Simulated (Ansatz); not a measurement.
`CC(C)OB(O)F`, charge 0, multiplicity 1.

Task: Give a relaxed structure at PBE0-D4/def2-TZVP (the Gaussian-basis code of Ansatz). (Best estimate.)

Result: Ansatz gave: 
Z-matrix (Å, degrees):
```
C
C 1 1.514
H 1 1.093 2 110.2
H 1 1.092 2 110.8 3 120.4
H 1 1.092 2 110.4 3 -119.8
C 2 1.511 1 112.8 3 59.9
O 2 1.431 1 109.4 3 -59.4
H 2 1.095 1 109.2 3 -178.0
H 6 1.092 2 110.4 1 60.7
H 6 1.091 2 110.7 1 -179.2
H 6 1.093 2 110.3 1 -59.2
B 7 1.344 2 121.7 1 -86.7
O 12 1.362 7 122.6 2 -0.9
F 12 1.337 7 117.7 2 179.3
H 13 0.960 12 112.5 7 -179.0
```
This is one stationary point; other conformers may exist.
